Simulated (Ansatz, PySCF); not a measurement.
C2H6Cl2FGeN, singlet, at a GFN2-xTB geometry, with bond 7-4 at 1.4 times its length. Base run: CASSCF(4,4)/STO-3G (PySCF).

Input for PySCF:
```python
from pyscf import gto, scf, mcscf
import numpy

mol = gto.Mole()
mol.atom = '''
    C    -2.26651330    1.21322078    0.52634304
    N    -1.59455394    0.08906291   -0.10276147
    C    -2.29163116   -1.16309606    0.12583514
    Ge    0.25371552    0.10137871   -0.10972661
    F     0.57338996    1.65816281   -0.88382576
    Cl    1.02670042   -1.36761438   -1.38799431
    Cl    1.75625587    0.29691009    2.45934909
    H    -3.26281786    1.30795581    0.09056751
    H    -1.70907608    2.12572506    0.32189089
    H    -2.36790927    1.08834737    1.61056944
    H    -3.28121839   -1.09701048   -0.33102872
    H    -2.41516510   -1.38718354    1.19164665
    H    -1.74467941   -1.97791028   -0.34636464
'''
mol.basis = 'sto-3g'
mol.verbose = 4
mol.build()

mf = scf.RHF(mol)
mf.kernel()
mc = mcscf.CASSCF(mf, 4, 4)
mc.fix_spin_(ss=0.0)
mc.kernel()
occ = numpy.linalg.eigvalsh(mc.fcisolver.make_rdm1(mc.ci, mc.ncas, mc.nelecas))[::-1]
ss = mc.fcisolver.spin_square(mc.ci, mc.ncas, mc.nelecas)[0]
print('natural occupations', occ.round(4), ' <S^2>', round(ss, 4))
```

Programs used: Ansatz (a program for electronic structure), PySCF; a row that names a program was run with it.

The base run was repeated with changes; each row names its change, and settings that it needs were set with it.

```json
[
 {"change": "base", "ΔE vs base (mEh)": "0.000", "natural occupations": "1.99 1.83 0.17 0.01", "<S^2> of the state": "0.00", "outcome": "converged"},
 {"change": "active space = 10 electrons, 8 orbitals", "ΔE vs base (mEh)": "-46.777", "natural occupations": "1.99 1.99 1.97 1.95 1.85 0.18 0.04 0.03", "<S^2> of the state": "0.00", "outcome": "converged"},
 {"change": "active space = 4 electrons, 3 orbitals", "ΔE vs base (mEh)": "5.707", "natural occupations": "1.99 1.84 0.17", "<S^2> of the state": "0.00", "outcome": "converged"},
 {"change": "state_average = 2 states", "ΔE vs base (mEh)": "7.840", "natural occupations": "-", "<S^2> of the state": "-", "outcome": "converged"},
 {"change": "fix_spin_ = off", "ΔE vs base (mEh)": "0.000", "natural occupations": "1.99 1.83 0.17 0.01", "<S^2> of the state": "0.00", "outcome": "converged"},
 {"change": "orbitals = fixed (CASCI)", "ΔE vs base (mEh)": "19.415", "natural occupations": "2.00 1.89 0.11 0.00", "<S^2> of the state": "0.00", "outcome": "converged"},
 {"change": "conv_tol = 1e-5", "ΔE vs base (mEh)": "0.000", "natural occupations": "1.99 1.83 0.17 0.01", "<S^2> of the state": "0.00", "outcome": "converged"},
 {"change": "code = ansatz", "ΔE vs base (mEh)": "-14.182", "natural occupations": "-", "<S^2> of the state": "-", "outcome": "converged"},
 {"change": "correction = SC-NEVPT2", "ΔE vs base (mEh)": "-202.4", "natural occupations": "1.99 1.83 0.17 0.01", "<S^2> of the state": "0.00", "outcome": "converged"},
 {"change": "active space = 6 electrons, 8 orbitals", "ΔE vs base (mEh)": "-", "natural occupations": "-", "<S^2> of the state": "-", "outcome": "not converged"},
 {"change": "active space = 2 electrons, 2 orbitals", "ΔE vs base (mEh)": "7.714", "natural occupations": "1.83 0.17", "<S^2> of the state": "0.00", "outcome": "converged"}
]
```

Active orbitals are taken around the Fermi level unless the row says otherwise; CASSCF can end in different local minima, and two programs can end on different orbitals. State-averaged rows give the lowest state.
